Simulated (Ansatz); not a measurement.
Stepwise reaction of `[F][Ga]([Br])[Br]` with water, as a gas-phase model of exchange steps in deposition or etching. ΔE in kJ/mol; ΔG adds harmonic PBE0-D4 terms to CCSD(T)/CBS, at 1 bar.

Program: Ansatz. Geometries: PBE0-D4/def2-TZVP. ΔE: electronic, gas phase. CCSD(T)/CBS is the MP2 limit (def2-TZVPP, def2-QZVPP) plus CCSD(T) − MP2 in def2-TZVPP, frozen cores. This one scheme is used for every species. DFT in def2-TZVPP. B3LYP here is the variant with VWN-RPA as its local correlation; programs differ in this. For Br, Ga outer-core shells are correlated without core-valence functions, which leaves a few kJ/mol of doubt a bond. Scalar relativity is left out up to krypton. Each species was taken in one conformer, which may not be the lowest.

```csv
step,reaction,PBE-D4,B3LYP-D4,ωB97M-V,CCSD(T)/CBS,ΔG(600 K)
1,`[F][Ga]([Br])[Br]` + H₂O → `[OH][Ga]([F])[Br]` + HBr,66.6,67.2,67.0,68.3,60.6
```

(1) Give the row of step 2, `[OH][Ga]([F])[Br]` + H₂O → `[OH][Ga]([OH])[F]` + HBr. (Estimate.)

(2) By hand: ΔE of the 2 steps together at CCSD(T)/CBS.

## Answers

(1) The calculation gave: 
| step | reaction | PBE-D4 | B3LYP-D4 | ωB97M-V | CCSD(T)/CBS | ΔG(600 K) |
| --- | --- | --- | --- | --- | --- | --- |
| 2 | `[OH][Ga]([F])[Br]` + H₂O → `[OH][Ga]([OH])[F]` + HBr | 69.1 | 68.0 | 68.5 | 69.1 | 64.2 |

(2) (68.3) + (69.1) = 137.4 kJ/mol, or 68.7 kJ/mol a step.

In ΔE the steps differ by no more than 0.8 kJ/mol. All are uphill at CCSD(T)/CBS. ΔG lies between 60.6 and 64.2 kJ/mol a step. PBE-D4 differs from CCSD(T)/CBS by -1.7 to 0.0 kJ/mol a step. Isolated molecules leave out the surface, adducts and barriers. Largest T1 diagnostic: 0.014.
